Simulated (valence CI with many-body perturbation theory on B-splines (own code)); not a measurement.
# E1 line list for Ru XXX

Level of theory: relativistic CI+MBPT: five valence electrons over a frozen Dirac-Fock core [Ne], a basis of 9 s, 9 p, 8 d, 6 f, 3 g, 1 h functions for each j, with the one-electron correlation potential Σ1 (screened to all orders), the two-electron term Σ2, the three-electron term Σ3, Breit, model QED; selected single and double excitations, second order for the rest (own B-spline code, finite nucleus).

The last digits are not significant, and no measured levels were compared; by estimate large intervals hold to a few tenths of a per cent, small ones and those within an open d or f shell to about a per cent. Among the levels kept, up to 600 cm⁻¹ of a level comes from second order outside the variational space, and about a tenth of that is noise between levels of different J, which matters for small intervals.

Lines 51 to 100 of 196 in falling wavelength, among levels below 225.82 eV, chosen from the strongest by gf and those to the six lowest levels. Wavelengths and rates use the calculated energies. Electric multipoles are in the length gauge, E1 and E2 with the static RPA response of the core. Weak lines are less certain than strong ones. Lines between different terms over intervals too small for the method are left out, as are lines whose strength nearly cancels. Where a level lies close to another of its J and parity, the split of strength between their lines is uncertain. The highest levels of a list are the least certain.

Levels are named by their leading jj configuration (3d3/2^4 stands for four electrons in 3d with j = 3/2), which in mixed levels can hold well under half, so a name can repeat and another be missing. Letters in brackets count levels of one name in rising energy.

```tsv
λ vac (nm)	Upper	Lower	A (s⁻¹)	log gf	Branch %
15.07	(3s^2 3p1/2^2 3d3/2) J=3/2 [b]	(3s^2 3p1/2 3p3/2^2) J=1/2	2.58e+07	-3.45	0.1
15.01	(3p1/2^2 3p3/2^3) J=3/2	(3s^2 3p1/2 3p3/2 3d3/2) J=1/2 [a]	1.14e+09	-1.81	3.3
14.82	(3s 3p1/2^2 3p3/2 3d3/2) J=5/2	(3s^2 3p1/2^2 3d5/2) J=5/2	5.76e+08	-1.94	12.5
14.80	(3p1/2^2 3p3/2^3) J=3/2	(3s^2 3p1/2 3p3/2 3d3/2) J=3/2 [a]	2.10e+09	-1.56	6.2
14.68	(3s 3p1/2^2 3p3/2 3d5/2) J=3/2	(3s^2 3p1/2 3p3/2 3d3/2) J=3/2 [a]	4.17e+08	-2.27	2.2
14.65	(3s 3p1/2^2 3p3/2 3d5/2) J=5/2	(3s^2 3p1/2 3p3/2 3d3/2) J=5/2 [a]	1.20e+09	-1.64	7.5
14.61	(3s 3p1/2^2 3p3/2 3d3/2) J=7/2	(3s^2 3p1/2^2 3d5/2) J=5/2	4.99e+08	-1.89	18.4
14.54	(3s^2 3p1/2^2 3d3/2) J=3/2 [a]	(3s^2 3p1/2 3p3/2^2) J=3/2	5.85e+08	-2.13	6.0
14.49	(3p1/2^2 3p3/2^3) J=3/2	(3s 3p1/2 3p3/2^3) J=5/2	9.66e+09	-0.92	28.4
14.37	(3s 3p1/2^2 3p3/2 3d5/2) J=3/2	(3s 3p1/2 3p3/2^3) J=5/2	6.74e+08	-2.08	3.6
14.30	(3s 3p1/2 3p3/2^3) J=1/2	(3s^2 3p3/2^3) J=3/2	1.03e+09	-2.20	1.6
14.18	(3s 3p1/2^2 3p3/2 3d5/2) J=5/2	(3s^2 3p1/2 3p3/2 3d3/2) J=3/2 [a]	7.85e+08	-1.85	4.9
13.96	(3s^2 3p1/2 3p3/2 3d5/2) J=3/2 [a]	(3s^2 3p3/2^3) J=3/2	8.54e+08	-2.00	1.9
13.89	(3s 3p1/2^2 3p3/2 3d5/2) J=5/2	(3s 3p1/2 3p3/2^3) J=5/2	5.19e+08	-2.05	3.2
13.79	(3s^2 3p1/2^2 3d3/2) J=3/2 [b]	(3s^2 3p1/2 3p3/2^2) J=5/2	7.09e+08	-2.09	3.4
13.70	(3p1/2^2 3p3/2^3) J=3/2	(3s 3p1/2 3p3/2^3) J=3/2	1.16e+09	-1.89	3.4
13.67	(3s 3p1/2^2 3p3/2^2) J=1/2	(3s^2 3p1/2 3p3/2^2) J=3/2	2.12e+08	-2.92	0.9
13.65	(3s 3p1/2^2 3p3/2 3d3/2) J=5/2	(3s^2 3p1/2^2 3d3/2) J=3/2 [b]	4.97e+08	-2.08	10.8
13.62	(3s 3p1/2^2 3p3/2 3d3/2) J=3/2	(3s^2 3p1/2^2 3d3/2) J=3/2 [b]	5.82e+08	-2.19	11.0
13.60	(3s 3p1/2^2 3p3/2 3d5/2) J=3/2	(3s 3p1/2 3p3/2^3) J=3/2	3.80e+09	-1.38	20.4
13.53	(3s^2 3p1/2 3p3/2 3d5/2) J=5/2 [a]	(3s^2 3p3/2^3) J=3/2	7.16e+08	-1.93	1.0
13.36	(3s 3p1/2 3p3/2^3) J=3/2	(3s^2 3p1/2 3p3/2^2) J=1/2	3.33e+08	-2.45	1.4
13.17	(3s 3p1/2^2 3p3/2 3d5/2) J=5/2	(3s 3p1/2 3p3/2^3) J=3/2	1.51e+09	-1.63	9.4
13.11	(3s 3p1/2^2 3p3/2 3d5/2) J=3/2	(3s^2 3p1/2^2 3d5/2) J=5/2	9.29e+08	-2.02	5.0
12.93	(3s^2 3p1/2^2 3d3/2) J=3/2 [b]	(3s^2 3p1/2 3p3/2^2) J=3/2	3.15e+07	-3.50	0.1
12.89	(3s 3p1/2^2 3p3/2 3d3/2) J=3/2	(3s 3p1/2^2 3p3/2^2) J=1/2	4.84e+08	-2.32	9.2
12.78	(3s^2 3p1/2^2 3d5/2) J=5/2	(3s^2 3p1/2 3p3/2^2) J=5/2	6.57e+07	-3.02	0.3
12.71	(3s 3p1/2^2 3p3/2 3d5/2) J=5/2	(3s^2 3p1/2^2 3d5/2) J=5/2	1.74e+09	-1.60	10.8
12.56	(3s^2 3p1/2 3p3/2 3d3/2) J=3/2 [b]	(3s^2 3p3/2^3) J=3/2	5.07e+08	-2.32	0.2
12.46	(3s^2 3p1/2 3p3/2 3d3/2) J=3/2 [a]	(3s^2 3p1/2 3p3/2^2) J=1/2	2.17e+08	-2.69	4.9
12.44	(3s^2 3p1/2 3p3/2 3d3/2) J=5/2 [b]	(3s^2 3p3/2^3) J=3/2	3.15e+08	-2.36	0.1
12.40	(3s 3p1/2^2 3p3/2^2) J=5/2	(3s^2 3p1/2^2 3p3/2) J=3/2	3.93e+09	-1.27	52.5
12.35	(3s 3p1/2 3p3/2^3) J=3/2	(3s^2 3p1/2 3p3/2^2) J=5/2	1.48e+09	-1.87	6.1
12.32	(3s^2 3p1/2 3p3/2 3d3/2) J=1/2 [a]	(3s^2 3p1/2 3p3/2^2) J=1/2	1.58e+09	-2.14	13.9
12.28	(3p1/2^2 3p3/2^3) J=3/2	(3s^2 3p1/2^2 3d3/2) J=3/2 [b]	2.45e+09	-1.65	7.2
12.22	(3s 3p1/2^2 3p3/2 3d3/2) J=1/2	(3s^2 3p1/2^2 3d3/2) J=3/2 [a]	6.62e+08	-2.53	20.3
12.20	(3s^2 3p1/2 3p3/2 3d3/2) J=1/2 [b]	(3s^2 3p3/2^3) J=3/2	1.04e+08	-3.33	0.0
12.19	(3s 3p1/2^2 3p3/2 3d5/2) J=3/2	(3s^2 3p1/2^2 3d3/2) J=3/2 [b]	3.86e+09	-1.46	20.8
12.04	(3s^2 3p1/2^2 3d5/2) J=5/2	(3s^2 3p1/2 3p3/2^2) J=3/2	3.00e+08	-2.41	1.4
11.91	(3s^2 3p1/2 3p3/2 3d5/2) J=3/2 [b]	(3s^2 3p3/2^3) J=3/2	3.78e+09	-1.49	1.7
11.78	(3s 3p1/2 3p3/2^3) J=5/2	(3s^2 3p1/2 3p3/2^2) J=5/2	6.26e+09	-1.11	75.6
11.66	(3s 3p1/2 3p3/2^3) J=3/2	(3s^2 3p1/2 3p3/2^2) J=3/2	1.43e+10	-0.93	58.8
11.58	(3s^2 3p1/2 3p3/2 3d3/2) J=3/2 [a]	(3s^2 3p1/2 3p3/2^2) J=5/2	2.54e+09	-1.69	57.4
11.53	(3s 3p3/2^4) J=1/2 [a]	(3s^2 3p3/2^3) J=3/2	6.78e+09	-1.57	10.5
11.51	(3s^2 3p1/2 3p3/2 3d5/2) J=3/2 [c]	(3s^2 3p3/2^3) J=3/2	3.87e+08	-2.51	0.5
11.33	(3s^2 3p1/2 3p3/2 3d5/2) J=5/2 [b]	(3s^2 3p3/2^3) J=3/2	8.63e+08	-2.00	0.4
11.28	(3s^2 3p1/2 3p3/2 3d3/2) J=5/2 [a]	(3s^2 3p1/2 3p3/2^2) J=5/2	2.34e+09	-1.57	61.6
11.28	(3s^2 3p1/2^2 3d3/2) J=3/2 [a]	(3s^2 3p1/2^2 3p3/2) J=3/2	7.03e+09	-1.27	72.5
11.14	(3s 3p1/2 3p3/2^3) J=5/2	(3s^2 3p1/2 3p3/2^2) J=3/2	4.24e+07	-3.32	0.5
11.13	(3s 3p1/2^2 3p3/2 3d3/2) J=5/2	(3s 3p1/2^2 3p3/2^2) J=5/2	1.61e+09	-1.74	35.0
```
